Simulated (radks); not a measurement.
Zn13+, configuration [Ne] 3s2 3p5.

Method: scalar-relativistic Kohn-Sham, PBEsol, spin-polarised, spherical densities, finite nucleus; open shells are filled with parallel spins first; Fermi nuclear charge, rms radius 3.9283 fm; computed with a radial shooting solver on a logarithmic mesh with Libxc functionals.

Energy parts (eV):
| part | energy |
|---|---|
| total | -46756.820 |
| kinetic | 47548.931 |
| electron-nucleus | -105235.736 |
| Hartree | 12475.340 |
| exchange-correlation | -1545.355 |

Orbitals (lengths in bohr, moments of r in powers of bohr):
orbital,occ.,eigenvalue (eV),<r^4>
1s up,1,-9937.731,0.00002993
1s down,1,-9936.841,0.00002993
2s up,1,-1579.936,0.006142
2s down,1,-1579.222,0.006129
2p up,3,-1427.335,0.004520
2p down,3,-1426.336,0.004513
3s up,1,-487.1147,0.2476
3s down,1,-484.2686,0.2493
3p up,3,-439.5240,0.2581
3p down,2,-436.6874,0.2602

The highest occupied level is 3p down at -436.69 eV. For comparison, the ionisation energy in NIST's Atomic Spectra Database is 453.4 eV (semi-empirical). In exact Kohn-Sham theory the highest level is minus the ionisation energy, but local and semilocal functionals leave it too shallow, through self-interaction and a potential that decays too fast; potentials with the right tail come closer. Spin moment in Bohr magnetons: 1. The density falls to 0.001 e/bohr^3 at r = 1.56 bohr. The spin density at the nucleus is -0.424 e/bohr^3 (1s -1.252, 2s 0.075, 3s 0.754). The electron density at the nucleus is 2.54e+04 e/bohr^3 (large components only). Summed over all electrons, <r^2> = 3.272 bohr^2, which gives a Langevin (diamagnetic) susceptibility term of -2.59 x 10^-6 cm^3/mol.
